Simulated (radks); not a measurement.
Values are calculated unless marked as measured or tabulated.
Excited configurations of W IV: one electron is placed in a higher orbital outside [Xe] 4f14 5d2. The ground configuration is [Xe] 4f14 5d3. Level of theory: scalar-relativistic Kohn-Sham, r2SCAN, spin-unpolarised, spherical densities, finite nucleus; meta-GGA in the generalised Kohn-Sham scheme; Fermi nuclear charge, rms radius 5.3658 fm (a radial shooting solver on a logarithmic mesh with Libxc functionals). Excitation = E - E(ground); binding = E(ion) - E, where the ion is the core of charge +4; n* = 4/sqrt(2 binding) in atomic units, and the quantum defect is n - n*.

| outer orbital | excitation (eV) | binding (eV) | n* | quantum defect | eigenvalue (eV) | <r> (bohr) |
|---|---|---|---|---|---|---|
| 5f | 22.869 | 14.118 | 3.927 | 1.073 | -11.720 | 4.101 |
| 6p | 11.567 | 25.421 | 2.926 | 3.074 | -22.277 | 3.103 |
| 6d | 20.347 | 16.640 | 3.617 | 2.383 | -14.438 | 4.288 |
| 7p | 23.078 | 13.909 | 3.956 | 3.044 | -12.389 | 5.746 |
| 7d | 26.853 | 10.134 | 4.635 | 2.365 | -8.928 | 7.440 |

The Delta-SCF ionisation energy is 36.987 eV (NIST Atomic Spectra Database: 38.2 eV, semi-empirical). Self-interaction in the functional shifts the binding energies and quantum defects, so they are the method's values and not measured ones. Spin polarisation and multiplet splitting are left out, so open shells lie too high by an amount that depends on their filling. Spin-orbit splitting is averaged out at the scalar-relativistic level.

Beside tabulated values, note that spin-unpolarised runs miss the spin-polarisation part of the exchange energy of open shells.
